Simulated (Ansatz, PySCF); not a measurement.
Donor–acceptor adduct: BH3 (SMILES B) (first 4 atoms) with AsH3 (SMILES [AsH3]); geometry from B3LYP-D3(BJ)/def2-TZVP, rigid monomers moved along the line of their centres of mass till B1···As5 is 2.93 Å.
(charge 0, multiplicity 1):
```xyz
8

B     -0.005    -0.060     0.630
H     -0.866     0.778     0.579
H     -0.353    -1.182     0.377
H      1.066     0.266     0.193
As     0.527    -0.217     3.504
H     -0.595    -0.607     4.435
H      1.000     1.019     4.230
H      1.575    -1.183     4.002
```

Interaction energies are E(AB) − E(A) − E(B) at the monomers' geometry in the complex; basis-set methods are counterpoise corrected.

Correlated levels freeze the cores. Filled d and f shells under p-block atoms count as core. CBS(a, b) extrapolates the correlation energy as X⁻³ and adds the Hartree–Fock energy of set b.

Run with Ansatz (Gaussian basis) for Hartree–Fock, density functionals and correlated methods; PySCF for the dispersion terms. 

The comparison value is -487.3 meV (CCSD(T)/CBS(aug-cc-pVDZ, aug-cc-pVTZ)). It is a level with limits of its own, not the exact answer.

**Question.** Order these levels by how close they come to the comparison value for the interaction energy, closest first: PBE0-D3(BJ)/def2-TZVPPD, PBE-D4/def2-TZVPPD, B3LYP-D3(BJ)/def2-TZVPPD. Give each level's value less the comparison value.

**Answer.** B3LYP-D3(BJ)/def2-TZVPPD (-45.1 meV), PBE0-D3(BJ)/def2-TZVPPD (-95.5 meV), PBE-D4/def2-TZVPPD (-138.9 meV)

Ansatz is an electronic-structure program.
